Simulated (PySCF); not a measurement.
Computed Raman spectrum (relative Raman activity) of a molecule C2H4ClFOSi. Coordinates come from a B3LYP-D3(BJ)/def2-SVP optimisation. One conformer was computed; it need not be the lowest. These are PySCF with B3LYP-D3(BJ)/def2-SVP values and carry that method's errors. Frequencies are harmonic and unscaled.

Lines under 2 % of the strongest are left out, and lines within 2 cm⁻¹ are merged.

```tsv
ν (cm⁻¹)	relative intensity
337	4.1
557	5.7
638	8.5
785	4.6
814	5.2
940	2.5
1356	2.9
1426	9.2
1433	11
1784	9.6
2304	100
3023	81
3102	36
3149	61
```

**Question.** Which structure fits?
A. O=C[Si@@H](Cl)CF
B. F[Si]1(Cl)COC1
C. C=CO[Si@H](F)Cl
D. CC(=O)[Si@@H](F)Cl

**Answer.** D, CC(=O)[Si@@H](F)Cl
